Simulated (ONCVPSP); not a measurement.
**Before and after: ONCV potential for chromium (Cr)**

Cr (Z = 24), optimised norm-conserving Vanderbilt (ONCV), made with ONCVPSP 4.0.1 (LDA (Perdew-Wang 92), fully relativistic). Core [Ne], reference 3s2 3p6 3d5 4s0.5 4p0.5. Waves: 3s+4s: rc 1.40 bohr, ncon 3, nbas 7, qcut 8.2 1/bohr, 2 projectors; 3p+4p: rc 1.90 bohr, ncon 4, nbas 8, qcut 7.7 1/bohr, 2 projectors; 3d: rc 1.40 bohr, ncon 4, nbas 8, qcut 11 1/bohr, 3 projectors, debl 3.4 Ha. Local part: polynomial inside 1.00 bohr (lpopt 5, dvloc0 0 Ha). Core correction: none.

Open shells are filled in proportion to 2j + 1.

Change: p: qcut 10.9.

Cutoffs: the cutoffs (Ha) at which the residual kinetic energy of the hardest occupied pseudo-wave falls to 1 and 0.1 mHa per electron; they do not see the model core or the augmentation charge, which bear on the density cutoff. Errors are all-electron minus pseudo energies relative to the spin-unpolarised reference configuration.

Question: How do hardness, ghosts and transferability respond?

Answer: The potential gets neither clearly harder nor softer (46 Ha and 52 Ha → 46 Ha and 52 Ha); the d channel sets the loose cutoff, while the largest relative change is in p, which becomes harder; of the 4 tests that both files solve, the error grows in 2 and shrinks in 0 by more than 15 % and 0.3 meV (median size 1.0 → 1.5 meV); neither file shows a bound ghost.

| quantity | base | changed |
| --- | --- | --- |
| cutoff, loose | 46 Ha | 46 Ha |
| cutoff, tight | 52 Ha | 52 Ha |
| loose cutoff by channel | s 23 Ha, p 21 Ha, d 46 Ha | s 23 Ha, p 27 Ha, d 46 Ha |
| bound ghosts | none | none |
| GHOST(+) flags under 300 eV | none | none |
| error for 3s2 3p6 3d5 4s1 4p0, meV [ΔE -1.57 eV] | -0.1 | -0.1 |
| error for 3s2 3p6 3d5 4s0 4p0, meV [ΔE 5.56 eV] | +1.1 | +1.2 |
| error for 3s2 3p6 3d4 4s0 4p0, meV [ΔE 21.90 eV] | +0.9 | +1.9 |
| error for 3s2 3p6 3d4 4s1 4p1, meV [ΔE 2.04 eV] | +5.7 | +7.1 |
| s: phases at 1.42 bohr within 0.05 rad from the reference energy up to (Ha; the scan ends near 5) | to the end of the scan | to the end of the scan |
| p3/2: phases at 1.93 bohr within 0.05 rad from the reference energy up to (Ha; the scan ends near 5) | to the end of the scan | to the end of the scan |
| p1/2: phases at 1.93 bohr within 0.05 rad from the reference energy up to (Ha; the scan ends near 5) | to the end of the scan | to the end of the scan |
| d5/2: phases at 1.42 bohr within 0.05 rad from the reference energy up to (Ha; the scan ends near 5) | to the end of the scan | to the end of the scan |
| d3/2: phases at 1.42 bohr within 0.05 rad from the reference energy up to (Ha; the scan ends near 5) | to the end of the scan | to the end of the scan |
